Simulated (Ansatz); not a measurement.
Reaction (ligand exchange at the Sn–C bond): `[SiH3][CH2][SnH2][Cl]` + HBr → `[Cl][SnH2][Br]` + `C[SiH3]`

Program: Ansatz. Geometries: PBE0-D4/def2-TZVP. ΔE: electronic, gas phase. CCSD(T)/CBS is the MP2 limit (def2-TZVPP, def2-QZVPP) plus CCSD(T) − MP2 in def2-TZVPP, frozen cores. This one scheme is used for every species. DFT in def2-TZVPP. B3LYP here is the variant with VWN-RPA as its local correlation; programs differ in this. def2 core potentials past Kr. For Br, Sn outer-core shells are correlated without core-valence functions, which leaves a few kJ/mol of doubt a bond. Scalar relativity is left out up to krypton. Each species was taken in one conformer, which may not be the lowest.

`[SiH3][CH2][SnH2][Cl]`:

```xyz
11

Si   -0.622   -1.495    0.444
C    -0.299   -0.154   -0.820
Sn    0.893    1.465   -0.105
Cl   -0.311    2.413    1.662
H    -1.384   -0.952    1.596
H    -1.394   -2.613   -0.163
H     0.675   -2.033    0.938
H     0.221   -0.574   -1.686
H    -1.239    0.276   -1.173
H     2.378    0.956    0.559
H     1.082    2.711   -1.253
```

HBr:

Cartesian coordinates in Å:
```
Br -0.688 0.149 0.094
H 0.688 -0.149 -0.094
```

`[Cl][SnH2][Br]`:

Z-matrix (Å, degrees):
```
Sn
Cl 1 2.319
Br 1 2.465 2 107.0
H 1 1.696 2 107.4 3 -116.1
H 1 1.696 2 107.4 3 116.1
```

`C[SiH3]`:

Cartesian coordinates in Å:
```
C -0.116 0.788 0.583
Si 0.104 -0.705 -0.522
H 0.581 0.755 1.423
H -1.131 0.828 0.984
H 0.066 1.711 0.028
H 1.488 -0.758 -1.066
H -0.845 -0.657 -1.667
H -0.147 -1.961 0.236
```

(1) Is it downhill or uphill in electronic energy at CCSD(T)/CBS, and by how much? (An estimate is asked.)

(2) What do these levels give: r2SCAN-D4, PBE0-D4, B2PLYP, PBE0, B3LYP, HF/def2-TZVPP, MP2/def2-TZVPP, SCS-MP2/def2-TZVPP, CCSD/def2-TZVPP, CCSD(T)/def2-TZVPP, MP2/def2-QZVPP, HF/CBS(def2)? (Best estimate.)

Largest T1 diagnostic among the species: 0.011.

## Answers

(1) Computed: Downhill: ΔE = -25.6 kcal/mol.

(2) Computed: r2SCAN-D4 -27.7, PBE0-D4 -26.8, B2PLYP -27.5, PBE0 -27.9, B3LYP -29.1, HF/def2-TZVPP -31.8, MP2/def2-TZVPP -24.0, SCS-MP2/def2-TZVPP -24.8, CCSD/def2-TZVPP -24.6, CCSD(T)/def2-TZVPP -23.8, MP2/def2-QZVPP -25.0, HF/CBS(def2) -32.0 kcal/mol.

The D4 term adds +1.9 kcal/mol with B3LYP and +1.1 kcal/mol with PBE0; it sums over pairs of atoms, weighted by their polarisabilities, and B3LYP, whose exchange is more repulsive, gets the larger term. In def2-TZVPP, CCSD(T) changes the Hartree–Fock value by +8.0 kcal/mol (the triples alone add +0.8 kcal/mol) and MP2 by +7.8 kcal/mol.
